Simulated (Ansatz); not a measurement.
C3H5ClSi can be A, `C=C1[SiH2]C1Cl`, or B, `[SiH3]C1=CC1Cl`.

Program: Ansatz. Geometries: PBE0-D4/def2-TZVP. ΔE: electronic, gas phase. CBS: MP2 limit from def2 TZ/QZ plus the TZ coupled-cluster correction, frozen cores. DFT in def2-TZVPP. B3LYP here is the variant with VWN-RPA as its local correlation; programs differ in this.

Which isomer does CCSD(T)/CBS put lower? Give the gap. (Best estimate.)

Ansatz gave: A, by 13.0 kJ/mol.

Give E(B) − E(A) in kJ/mol with CCSD/def2-TZVPP, PBE-D4, MP2/def2-TZVPP, r2SCAN-D4, B2PLYP, HF/def2-TZVPP, B3LYP. (Estimate.)

The calculation gave: CCSD/def2-TZVPP 9.8, PBE-D4 20.0, MP2/def2-TZVPP 7.4, r2SCAN-D4 15.7, B2PLYP 10.9, HF/def2-TZVPP -7.7, B3LYP 12.0. The order is the other way round with HF/def2-TZVPP.

Largest T1 diagnostic: 0.012.

In def2-TZVPP, CCSD(T) changes the Hartree–Fock value by +20.4 kJ/mol (the triples alone add +2.8 kJ/mol) and MP2 by +15.1 kJ/mol. From PBE to PBE0 (25 % exact exchange), in def2-TZVPP and without D4, E(B) − E(A) moves by −4.9 kJ/mol.
